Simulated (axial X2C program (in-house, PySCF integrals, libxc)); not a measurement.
**Bond lengths and stretching modes, held linear, of HSeF**

Computed with an axial X2C code built on PySCF integrals: two-component X2C with atomic mean-field Coulomb and Gaunt terms, Gaussian nuclei, basis H dyall-v3z, Se dyall-v3z, F dyall-av3z with contracted cores. Spin-free rows use the one-electron spin-free X2C Hamiltonian.

Masses H 1.008, Se 79.917, F 18.998 u. States: 2c Ω = 1 (beyond evenly filled blocks: ω = -1/2, ω = 3/2); spin-free M_S = 1, Λ = 0 (beyond evenly filled blocks: π+α, π-α).

MP2, 2c: energies above the lowest point

```json
{"r(H–Se) (Å)": "1.5395", "r(Se–F) (Å)": "1.9403", "E (meV)": "16.21"}
{"r(H–Se) (Å)": "1.5395", "r(Se–F) (Å)": "1.9900", "E (meV)": "7.90"}
{"r(H–Se) (Å)": "1.5395", "r(Se–F) (Å)": "2.0397", "E (meV)": "27.86"}
{"r(H–Se) (Å)": "1.5790", "r(Se–F) (Å)": "1.9403", "E (meV)": "3.27"}
{"r(H–Se) (Å)": "1.5790", "r(Se–F) (Å)": "1.9900", "E (meV)": "0.00"}
{"r(H–Se) (Å)": "1.5790", "r(Se–F) (Å)": "2.0397", "E (meV)": "24.66"}
{"r(H–Se) (Å)": "1.5790", "r(Se–F) (Å)": "2.0895", "E (meV)": "71.98"}
{"r(H–Se) (Å)": "1.6185", "r(Se–F) (Å)": "1.9403", "E (meV)": "12.15"}
{"r(H–Se) (Å)": "1.6185", "r(Se–F) (Å)": "1.9900", "E (meV)": "13.67"}
{"r(H–Se) (Å)": "1.6185", "r(Se–F) (Å)": "2.0397", "E (meV)": "42.75"}
{"r(H–Se) (Å)": "1.6580", "r(Se–F) (Å)": "1.9900", "E (meV)": "45.62"}
{"r(H–Se) (Å)": "1.6580", "r(Se–F) (Å)": "2.0895", "E (meV)": "134.22"}
```

**Question.** Fit a quadratic surface with cubic terms in each bond: where is the minimum, and what are the two stretching wavenumbers?

**Answer.** At MP2, 2c: bonds 1.576 and 1.971 Å; harmonic stretches 454.9 and 1941.5 cm⁻¹; force constants 2.22, 1.93 and coupling 0.36 mdyn/Å.

The other levels and Hamiltonians give:

| Hamiltonian | level | r(H–Se) (Å) | r(Se–F) (Å) | lower stretch (cm⁻¹) | upper stretch (cm⁻¹) |
| --- | --- | --- | --- | --- | --- |
| 2c | PBE0 | 1.577 | 1.996 | 403.5 | 1917.5 |
| 2c | HF | 1.556 | 1.995 | 391.4 | 2006.8 |
| 2c | PBE | 1.584 | 2.061 | 346.1 | 1879.7 |
| spin-free | PBE0 | 1.576 | 1.996 | 404.3 | 1920.9 |
| spin-free | HF | 1.556 | 1.995 | 391.0 | 2010.8 |
| spin-free | PBE | 1.584 | 2.061 | 346.5 | 1883.4 |
| spin-free | MP2 | 1.575 | 1.971 | 454.8 | 1942.7 |

Each state is one determinant, the lowest of a limited PBE0 search; the stretches come from a fit to these few points and carry an uncertainty of a few per cent. Other orders of the atoms were not compared. The levels spread by more than a fifth, so the stretches depend strongly on the method. MP2 freezes inner shells (threshold -2 hartree). The molecule was held linear; bending was not examined, so a bent shape may lie lower. Open-shell Ω = 0 determinants with evenly filled partner blocks cannot be reached by this program, so the Ω shown need not be the lowest component. Note: several unpaired electrons, one determinant need not be a pure state.
